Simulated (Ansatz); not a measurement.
Coupled-cluster diagnostics for Si(OtBu)H3 (C4H12OSi), Ansatz.

Geometry of the singlet (PBE-D4/def2-SVP):

Cartesian coordinates in Å:
```
C -0.453 0.002 -0.070
C -0.044 -0.161 -1.541
C -1.853 -0.574 0.167
C -0.396 1.477 0.353
O 0.422 -0.778 0.771
Si 2.088 -0.690 0.942
H -0.750 0.374 -2.208
H 0.970 0.250 -1.726
H -0.040 -1.232 -1.825
H -1.875 -1.647 -0.107
H -2.613 -0.037 -0.435
H -2.123 -0.488 1.238
H 0.617 1.901 0.195
H -0.650 1.581 1.426
H -1.111 2.085 -0.237
H 2.429 -1.718 1.978
H 2.559 0.664 1.412
H 2.825 -1.010 -0.335
```

Correlated methods freeze 10 core orbitals. Another isomer (singlet) lies 1.12 eV lower at PBE0-D4/def2-TZVP; other spin states weren't run for this one.

(1) Estimate the CCSD(T) correlation energy, the shares of MP2 and (T), T1 and the reference's ⟨S²⟩ for: charge 0, singlet, own geometry in def2-SVP; and the rough time on 4 threads of Arm Neoverse V2 on a shared host.

## Answers

(1) 
```
                          state     basis  correlation (eV)  MP2 share (%)  (T) share (%)     T1  ⟨S²⟩ (pure)  wall time
charge 0, singlet, own geometry  def2-SVP           -26.568           89.1            2.8  0.010  0.00 (0.00)       28 s
```
Customary marks for T1 are 0.02 (closed shells), 0.045 (open shells) and about 0.05 (3d metals). T1 stays under 0.02 throughout.
